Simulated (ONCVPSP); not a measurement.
## thulium (Tm): excitation energies, all-electron against ONCV

- Element: Tm (Z = 69)
- Generator: ONCVPSP 4.0.1
- Type: optimised norm-conserving Vanderbilt (ONCV)
- Functional: PBE
- Relativity: scalar-relativistic
- Frozen core: [Kr] 4d10 4f12
- Valence charge: 11
- Reference configuration: 5s2 5p6 5d1 6s1.5 (charge +0.5)
- Partial waves: 5s+6s: rc 1.85 bohr, ncon 3, nbas 8, qcut 5.5 1/bohr, 2 projectors; 5p: rc 1.55 bohr, ncon 4, nbas 8, qcut 6.4 1/bohr, 2 projectors, debl 2.2 Ha; 5d: rc 3.15 bohr, ncon 3, nbas 7, qcut 6 1/bohr, 2 projectors, debl 2.5 Ha
- Local potential: polynomial inside 1.50 bohr (lpopt 3, dvloc0 -1 Ha)
- Core correction: Teter function, fcfact 1.75, rcfact 1.6

Energies are relative to the spin-unpolarised reference configuration 5s2 5p6 5d1 6s1.5; without spin polarisation the order of configurations can differ from experiment.

(1) Give the all-electron excitation energy and the error of the potential for: 5s2 5p6 5d1 6s2; 5s2 5p6 5d1 6s1; 5s2 5p6 5d1 6s0; 5s2 5p6 5d1.5 6s1.5.

Levels in the configuration 5s2 5p6 5d1 6s1:

```csv
level,all-electron (eV),pseudo (eV)
5s,-64.282,-64.322
5p,-37.006,-37.029
5d,-8.039,-8.042
6s,-9.935,-9.931
```

Results:

(1)

```json
{"valence configuration": "5s2 5p6 5d1 6s2", "charge": "0", "ΔE all-electron (eV)": "-2.893", "error AE − PS (meV)": "+1.1"}
{"valence configuration": "5s2 5p6 5d1 6s1", "charge": "+1", "ΔE all-electron (eV)": "4.256", "error AE − PS (meV)": "-0.3"}
{"valence configuration": "5s2 5p6 5d1 6s0", "charge": "+2", "ΔE all-electron (eV)": "17.190", "error AE − PS (meV)": "+5.8"}
{"valence configuration": "5s2 5p6 5d1.5 6s1.5", "charge": "0", "ΔE all-electron (eV)": "-1.602", "error AE − PS (meV)": "-2.5"}
```
